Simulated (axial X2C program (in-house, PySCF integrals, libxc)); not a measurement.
What spin–orbit coupling does to NaSc⁺

Computed with an in-house all-electron X2C program for linear molecules (integrals from PySCF). Spin-free means the one-electron spin-free X2C Hamiltonian; two-component (2c) means X2C with spin–orbit coupling and atomic mean-field two-electron Coulomb and Gaunt terms, so the difference of the two also holds small scalar two-electron terms. Basis: Sc dyall-cv3z [10s11p7d5f2g], Na dyall-cv3z [9s8p5d2f] (cores contracted in-house); Gaussian nuclei, density fitting, unrestricted open shells. Masses: Sc 44.956 u, Na 22.990 u.

Spin-free state: M_S = 1/2, Λ = 0 (beyond evenly filled blocks: σα); fragments Sc + Na+.

```tsv
level	Re (Å)	ωe (cm⁻¹)	De (eV)	μ (D)
PBE0	3.386	142.6	0.931	3.33
TPSS	3.423	139.5	0.969	3.23
```

Dipoles are positive if Na is the positive end and refer to the centre of mass.

Two-component determinant lowest at the distance of the search:

Ω = 1/2 (⟨Sz⟩ = 0.50, ⟨Lz⟩ = 0.00 at PBE0); fragments Sc + Na+.

| level | Re (Å) | ωe (cm⁻¹) | μ (D) |
| --- | --- | --- | --- |
| PBE0 | 3.386 | 142.6 | 3.33 |
| TPSS | 3.423 | 139.5 | 3.23 |

Problem. From the two tables, how do the constants change at the PBE0 level (2c against spin-free)?

Solution. At the PBE0 level Re is unchanged within 0.001 Å and ωe is unchanged to within 0.2 cm⁻¹.

The state is a single determinant with fixed occupations, the lowest that a limited PBE0 search found. Dissociation energies refer to the lowest single-determinant-based atoms at the same level and basis. De is not given where an atomic determinant may have missed its ground term or J level, or where the truncated virtual space spoils (T). Density functionals use the spin component along the axis (collinear). Other states lie close and PBE0, whose exact exchange favours high spin, may order them wrongly; the determinant shown need not be the ground state. The nearest other spin-free determinant of the search, M_S = 1/2, Λ = 1, lies 0.06 eV up at the distance of the search. The functionals have no current-density term, which raises determinants with orbital currents, atoms included.
